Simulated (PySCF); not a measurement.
# How methods differ on the ionisation energy of I

I [Kr] 4d10 5s2 5p5 (2P) → I⁺ [Kr] 4d10 5s2 5p4 (3P), as a difference of total energies. All numbers are calculated (PySCF 2.14, scalar relativity through the core potential, in aug-cc-pVDZ-PP with ECP28MDF). Correlated levels: valence: 4s2 4p6 4d10 frozen. The calculations carry no spin-orbit coupling.

```csv
method,ionisation energy (eV),error (eV)
UHF,9.591,-0.928
LDA,10.809,+0.290
PBE,10.523,+0.004
PBE0,10.554,+0.035
r2SCAN,10.569,+0.050
B3LYP,10.652,+0.133
M06,10.434,-0.085
revPBE,10.441,-0.078
TPSSh,10.556,+0.037
MP2 (valence),10.141,-0.378
SCS-MP2 (valence),10.121,-0.398
```

Reference: 10.519 eV (measured; NIST levels, between the centres of gravity of the two terms).

Errors of the correlated levels include the incompleteness of this basis and the frozen core.
